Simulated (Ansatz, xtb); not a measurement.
Two isomers of C2H8Si2

Structure a: `[SiH3]/C=C/[SiH3]`, a singlet. Structure b: `[SiH3]/C=C\[SiH3]`, a singlet. Both are isolated molecules in the gas phase, relaxed with B3LYP/def2-SVP.

Q: Estimate E(b) − E(a) at the level CCSD(T)/def2-SVP + ΔMP2/def2-TZVPP.

A: Calculated at CCSD(T)/def2-SVP + ΔMP2/def2-TZVPP: E(b) − E(a) = +2.8 kcal/mol, so structure a lies lower.

The same difference at several levels:

```
                             level        geometry  E(b) − E(a) (kcal/mol)  departure from the last row (kcal/mol)  job, with rough time for the two
                          GFN2-xTB        GFN2-xTB                      +1.3                                    −1.5              optimisation, 0.23 s
                         HF/STO-3G        GFN2-xTB                      +2.8                                     0.0              single point, 0.81 s
                r2SCAN-D4/def2-SVP        GFN2-xTB                      +2.6                                    −0.2                 single point, 5 s
                    B3LYP/def2-SVP  B3LYP/def2-SVP                      +2.7                                    −0.1               optimisation, 3 min
                       HF/def2-SVP  B3LYP/def2-SVP                      +3.4                                    +0.6           part of the CCSD(T) run
                      MP2/def2-SVP  B3LYP/def2-SVP                      +3.1                                    +0.3           part of the CCSD(T) run
                  CCSD(T)/def2-SVP  B3LYP/def2-SVP                      +2.9                                    +0.1                      single point
CCSD(T)/def2-SVP + ΔMP2/def2-TZVPP  B3LYP/def2-SVP                      +2.8                                                        single point, 49 s
```

As drawn, both hold the same kinds of bond in the same numbers.

None of the levels shown reverses the order. The largest departure from CCSD(T)/def2-SVP + ΔMP2/def2-TZVPP is that of GFN2-xTB, 1.5 kcal/mol. The last row adds to CCSD(T) the change of the MP2 difference between the two basis sets, here −0.1 kcal/mol.

With harmonic frequencies from B3LYP/def2-SVP (ideal gas, rigid rotor, one conformer each, 298.15 K, 1 atm): on the last row, ΔE + ΔZPE = +2.7 kcal/mol. A mode under 50 cm⁻¹ makes harmonic enthalpies and free energies unreliable, so none is given.

The correlated steps freeze 12 core orbitals. Codes used: Ansatz 0.2.0, xtb 6.7.1; the last row on 2 threads of Intel(R) Xeon(R) Processor @ 2.50GHz (Skylake/Cascade Lake) on a shared host.
